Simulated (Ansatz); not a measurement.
Geometry optimisation, UKS B3LYP/6-31G* in Ansatz.

Input:

```yaml
crystal:
  periodic: [false, false, false]
  atoms:
    - { symbol: Al, position_ang: [-1.2184, 0.215, -1.5877] }
    - { symbol: Cl, position_ang: [-0.7072, -1.9123, -0.1784] }
    - { symbol: Cl, position_ang: [-0.4562, -0.193, -3.4087] }
    - { symbol: Cl, position_ang: [-2.9023, 0.9409, -0.7424] }
    - { symbol: H, position_ang: [0.7782, 0.8004, 0.4155] }
    - { symbol: F, position_ang: [0.2941, 1.2872, -0.577] }
    - { symbol: H, position_ang: [0.3644, -1.0283, 0.8956] }
    - { symbol: "N", position_ang: [1.0837, -0.0331, 1.4106] }
    - { symbol: H, position_ang: [2.0529, -0.3031, 1.464] }
    - { symbol: H, position_ang: [0.7108, 0.2263, 2.3085] }
magnetization:
  spin_polarized: true
basis:
  gaussian: { orbitals: "6-31G*" }
hamiltonian:
  xc: b3lyp
relax:
  f_tol: 0.15
  max_steps: 25
  restrain:
    - { distance: [0, 5], at: 1.78, k: 30.0 }
    - { distance: [4, 7], at: 1.02, k: 30.0 }
    - { distance: [6, 1], at: 1.33, k: 30.0 }
    - { distance: [0, 1], at: 3.53, k: 30.0 }
    - { distance: [4, 5], at: 2.18, k: 30.0 }
    - { distance: [6, 7], at: 2.32, k: 30.0 }
```

Launched with:

```bash
$ ansatz run input.yaml --threads 4 --pin off --max-ram 5120MiB --backend cpu --events-out ev --progress --plain --runs-dir out
```

Q: Where does it end, and by what steps?

A: The run converged. The restraints hold the end off the free minimum. After 7 steps the energy has fallen by 0.523 eV (the restraints' own energy left out); H7 moved furthest, 0.76 Å. Joined: Cl2–H7 (1.76 → 1.32 Å), H5–N8 (1.33 → 1.02 Å).

| step | energy less start (eV) | largest force component (eV/Å) | accepted |
| --- | --- | --- | --- |
| 0 | 0.0000 | 3.362 | yes |
| 1 | 0.0920 | 3.524 | yes |
| 2 | -0.1484 | 2.763 | yes |
| 3 | -0.1312 | 1.291 | yes |
| 4 | -0.3587 | 1.732 | yes |
| 5 | -0.4747 | 1.308 | yes |
| 6 | -0.5210 | 1.313 | yes |
| 7 | -0.5234 | 1.300 | yes |

```xyz
10
Properties=species:S:1:pos:R:3
Al -1.183 0.675 -1.794
Cl -0.717 -2.353 -0.058
Cl -0.760 -0.157 -3.655
Cl -3.124 0.950 -1.087
H 1.076 0.737 0.901
F 0.099 1.425 -0.921
H 0.068 -1.725 0.796
N 1.274 0.052 1.630
H 2.284 -0.064 1.672
H 0.981 0.459 2.516
```

The run took 54 s on 4 threads of Arm Neoverse N1, with other jobs on the host, peak memory 0.45 GiB.
